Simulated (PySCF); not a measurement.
CH3Te (SMILES C[Te]), doublet, geometry from GFN2-xTB (core potentials on Te); WB97X/def2-SVP (PySCF).

Here is a job for PySCF.
```python
from pyscf import gto, scf, dft

mol = gto.M(
    atom='''
C    -1.821513   -0.031557   -0.001758
Te    0.336193    0.005824    0.000325
H    -2.170338   -0.807471   -0.668698
H    -2.181947   -0.230236    0.997814
H    -2.200660    0.924181   -0.335441
''',
    basis='def2-svp',
    ecp={'Te': 'def2-svp'},
    charge=0,
    spin=1,
    verbose=4,
)

mf = dft.UKS(mol)
mf.xc = 'wb97x'
mf.grids.atom_grid = (99, 590)
mf.kernel()
```

Output, abridged:

```
PySCF version 2.14.0

[INPUT] verbose = 4
[INPUT] num. atoms = 5
[INPUT] num. electrons = 33
[INPUT] charge = 0
[INPUT] spin (= nelec alpha-beta = 2S) = 1
[INPUT] symmetry False subgroup None
[INPUT] Mole.unit = angstrom
[INPUT] Symbol           X                Y                Z      unit          X                Y                Z       unit  Magmom
[INPUT]  1 C     -1.821513000000  -0.031557000000  -0.001758000000 AA   -3.442160702335  -0.059634087313  -0.003322138527 Bohr   0.0
[INPUT]  2 Te     0.336193000000   0.005824000000   0.000325000000 AA    0.635312694996   0.011005764949   0.000614160990 Bohr   0.0
[INPUT]  3 H     -2.170338000000  -0.807471000000  -0.668698000000 AA   -4.101344417736  -1.525899043529  -1.263656080044 Bohr   0.0
[INPUT]  4 H     -2.181947000000  -0.230236000000   0.997814000000 AA   -4.123282248316  -0.435082984015   1.885595183257 Bohr   0.0
[INPUT]  5 H     -2.200660000000   0.924181000000  -0.335441000000 AA   -4.158644693285   1.746448979527  -0.633891620950 Bohr   0.0

nuclear repulsion = 59.0363097705239
number of shells = 25
number of NR pGTOs = 106
number of NR cGTOs = 55
basis = def2-svp
ecp = {'Te': 'def2-svp'}

******** <class 'pyscf.dft.uks.UKS'> ********
method = UKS
initial guess = minao
damping factor = 0
level_shift factor = 0
DIIS = <class 'pyscf.scf.diis.CDIIS'>
diis_start_cycle = 1
diis_space = 8
diis_damp = 0
SCF conv_tol = 1e-09
SCF conv_tol_grad = None
SCF max_cycles = 50
direct_scf = True
direct_scf_tol = 1e-13
number electrons alpha = 17  beta = 16
XC library pyscf.dft.libxc version 7.1.2
    S. Lehtola, C. Steigemann, M. J. T. Oliveira, and M. A. L. Marques,  SoftwareX 7, 1–5 (2018)
XC functionals = wb97x
    J.-D. Chai and M. Head-Gordon,  J. Chem. Phys. 128, 084106 (2008)
radial grids:
    Treutler-Ahlrichs [JCP 102, 346 (1995); DOI:10.1063/1.469408] (M4) radial grids

becke partition: Becke, JCP 88, 2547 (1988); DOI:10.1063/1.454033
pruning grids: <function nwchem_prune>
grids dens level: 3
symmetrized grids: False
atomic radii adjust function: <function treutler_atomic_radii_adjust>
User specified grid scheme (99, 590)
small_rho_cutoff = 0
Set gradient conv threshold to 3.16228e-05
tot grids = 159728
init E= -279.985780390897

cycle= 1 E= -306.019121417347  delta_E=  -26  |g|= 1.84  |ddm|=  5.3
cycle= 2 E= -303.978982343172  delta_E= 2.04  |g|= 2.03  |ddm|= 10.6
cycle= 3 E= -307.381799649038  delta_E= -3.4  |g|= 0.712  |ddm|= 9.95
cycle= 4 E= -307.86366110623  delta_E= -0.482  |g|= 0.198  |ddm|= 0.904
cycle= 5 E= -307.893092735943  delta_E= -0.0294  |g|= 0.0679  |ddm|= 0.24
cycle= 6 E= -307.897962068209  delta_E= -0.00487  |g|= 0.0283  |ddm|= 0.108
cycle= 7 E= -307.899403778399  delta_E= -0.00144  |g|= 0.00602  |ddm|= 0.0737
cycle= 8 E= -307.89945180082  delta_E= -4.8e-05  |g|= 0.00209  |ddm|= 0.0106
cycle= 9 E= -307.899458946311  delta_E= -7.15e-06  |g|= 0.000627  |ddm|= 0.00428
cycle= 10 E= -307.899460073107  delta_E= -1.13e-06  |g|= 0.000276  |ddm|= 0.002
cycle= 11 E= -307.899460384677  delta_E= -3.12e-07  |g|= 0.000105  |ddm|= 0.00129
cycle= 12 E= -307.899460427005  delta_E= -4.23e-08  |g|= 2.7e-05  |ddm|= 0.00055
cycle= 13 E= -307.899460429158  delta_E= -2.15e-09  |g|= 7.35e-06  |ddm|= 0.000129
cycle= 14 E= -307.899460429261  delta_E= -1.03e-10  |g|= 1.67e-06  |ddm|= 2.61e-05
Extra cycle  E= -307.899460429264  delta_E= -3.3e-12  |g|= 7.49e-07  |ddm|= 3.22e-06
converged SCF energy = -307.899460429264  <S^2> = 0.75230219  2S+1 = 2.0023009
```
